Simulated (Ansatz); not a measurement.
Program: Ansatz. Geometries: PBE0-D4/def2-TZVP. ΔE: electronic, gas phase. CBS: MP2 limit from def2 TZ/QZ plus the TZ coupled-cluster correction, frozen cores. This one scheme is used for every species. def2 core potentials past Kr. For In, Se outer-core shells are correlated without core-valence functions, which leaves a few kJ/mol of doubt a bond. Scalar relativity is left out up to krypton. One conformer a species, not always the lowest.

`[Cl][InH][SeH]` + H₂ → `[Cl][InH2]` + H₂Se  (hydrogenolysis of the In–Se bond)

| species | HF/def2-SVP energy (Eh) |
| --- | --- |
| `[Cl][InH][SeH]` | -3049.35878 |
| H₂ | -1.12893 |
| `[Cl][InH2]` | -649.75536 |
| H₂Se | -2400.70527 |

Problem. Work out ΔE.

Solution. ΔE = (-649.75536) + (-2400.70527) − (-3049.35878) − (-1.12893) = 0.02708 Eh = +0.74 eV. CCSD(T)/CBS gives +1.03 eV.

Largest T1 diagnostic among the species: 0.014.

At CCSD(T), def2-SVP lies −0.16 eV from the extrapolated value and def2-TZVPP −0.09 eV. Leaving LDA and LC-ωPBE aside and taking each functional with its dispersion term where it has one, the values, not all of them listed here, spread over 0.18 eV, from B97M-V to r2SCAN-D4. LDA lies −0.04 eV from PBE without D4.
